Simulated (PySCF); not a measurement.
# A run with a changed setting

The sound run of Er2O3 (singlet in the valence; each metal's 4f electrons, 11 of them, lie in its core potential, out of spins and levels) uses PySCF 2.14.0, RKS TPSS, Er lcecp-1-SVP with ECP57, O def2-SVP; non-relativistic Hamiltonian with scalar-relativistic core potentials where named; density fitting; no spin-orbit coupling, grid (50, 194), threshold 1e-8 and 55 cycles at the relaxed geometry. This run, with dm0 from free metal ions and neutral atoms, differs:

```python
mol = gto.M(atom='''
Er     0.00000    -0.00000     1.37088
Er    -0.00000     0.00000    -1.37088
O      1.54606    -0.00001    -0.00000
O     -0.77302     1.33893     0.00000
O     -0.77304    -1.33893    -0.00000''',
    basis={'Er': 'lcecp-1-SVP', 'O': 'def2-SVP'},
    ecp={'Er': 'lcecp-1-SVP'},
    charge=5, spin=0)
mf = dft.RKS(mol, xc='TPSS')
mf.grids.atom_grid = (50, 194)  # f atoms: unpruned, at least (60, 302)
mf = mf.density_fit()  # fitting sets: Er AutoAux, O def2-universal-JKFIT
mf.conv_tol = 1e-08; mf.max_cycle = 100
mf.kernel(dm0)
```

Q: What was changed, and how did it end?

A: The charge was changed. The program refused it. The cycle limit differs too. These settings are unsound on purpose: the numbers aren't the compound's.
```
RuntimeError: Electron number 41 and spin 0 are not consistent
Note mol.spin = 2S = Nalpha - Nbeta, not 2S+1
```

Run from Python with OMP_NUM_THREADS=2; the lines above give its settings.

No frequency check is given that shows the relaxed geometry to be a minimum. An lcecp potential fixes the number of 4f electrons, so in runs with it no electron can move into or out of that shell.
